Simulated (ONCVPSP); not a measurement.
Which change was made? (Lu, ONCV)

* Element: Lu (Z = 71)
* Generator: ONCVPSP 4.0.1
* Type: optimised norm-conserving Vanderbilt (ONCV)
* Functional: PBE
* Relativity: scalar-relativistic
* Frozen core: [Kr] 4d10 5s2
* Valence charge: 23
* Reference configuration: 4f14 5p6 5d1 6s2
* Partial waves: 6s: rc 2.50 bohr, ncon 3, nbas 7, qcut 2.3 1/bohr, 1 projector; 5p: rc 2.25 bohr, ncon 4, nbas 6, qcut 5 1/bohr, 1 projector; 5d: rc 2.80 bohr, ncon 3, nbas 8, qcut 6.8 1/bohr, 2 projectors, debl 0.5 Ha; 4f: rc 0.55 bohr, ncon 4, nbas 9, qcut 23.1 1/bohr, 2 projectors, debl 3.1 Ha
* Local potential: polynomial inside 0.50 bohr (lpopt 5, dvloc0 0 Ha)
* Core correction: Teter function, fcfact 3.75, rcfact 1.7

Cutoffs, loose and tight: the cutoffs (Ha) at which the residual kinetic energy of the hardest occupied pseudo-wave falls to 1 and 0.1 mHa per electron. They do not see the model core or the augmentation charge, which bear on the density cutoff. Test errors are all-electron minus pseudo excitation energies from the reference, over the configurations 4f14 5p6 5d1 6s1; 4f14 5p6 5d1 6s0; 4f14 5p6 5d0 6s0; 4f14 5p6 5d1 6s1.5; variants that change the core or the reference have their own tests. The largest error is taken over the tests solved by every variant that gives reliable tests at all, those not shown here included: 4f14 5p6 5d1 6s0; 4f14 5p6 5d1 6s1; 4f14 5p6 5d1 6s1.5.

The base gives: outcome: generated; cutoff, loose: 774 Ha; cutoff, tight: 1166 Ha; bound ghosts: s, p, d; GHOST(+) flags above zero: none; largest test error (meV): -8.2.

Task: After one change the result is: outcome: generated; cutoff, loose: 1398 Ha; cutoff, tight: 2040 Ha; bound ghosts: s, p, d; GHOST(+) flags above zero: f; largest test error (meV): -3.9. Which change was it?
A. s: qcut 1.5; p: qcut 3.3; d: qcut 4.5; f: qcut 15.4
B. s: qcut 1.8; p: qcut 3.9; d: qcut 5.4; f: qcut 18.2
C. s: qcut 2.7; p: qcut 6; d: qcut 8.1; f: qcut 27.5

Result: A. The others give: s: qcut 1.8; p: qcut 3.9; d: qcut 5.4; f: qcut 18.2 → outcome: generated; cutoff, loose: 1188 Ha; cutoff, tight: 1711 Ha; bound ghosts: s, p, d; GHOST(+) flags above zero: f; largest test error (meV): -4.5 | s: qcut 2.7; p: qcut 6; d: qcut 8.1; f: qcut 27.5 → outcome: failed: ERROR pspot: first pseudo wave function has node, program will stop.
